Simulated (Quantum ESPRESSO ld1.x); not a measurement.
Results of a calculation; reference values are marked as such.
Species: Bi3+. Configuration: [Xe] 4f14 5d10 6s1 6d1 (not the ground configuration). Code: ld1.x of Quantum ESPRESSO 7.5. Model: scalar-relativistic Kohn-Sham, LDA (Slater exchange, Perdew-Zunger correlation), spin-polarised, spherical densities, point nucleus; open shells are filled with parallel spins first.

X-ray form factor f0, the Fourier transform of the density (f0(0) = 80):

sin(theta)/lambda (1/angstrom)  f0 (electrons)
0.05                                    79.125
0.1                                     76.819
0.15                                    73.685
0.2                                     70.149
0.25                                    66.431
0.3                                     62.688
0.4                                     55.637
0.5                                     49.597
0.6                                     44.595
0.8                                     36.815
1                                       30.765
1.25                                    24.767
1.5                                     20.379
2                                       15.434
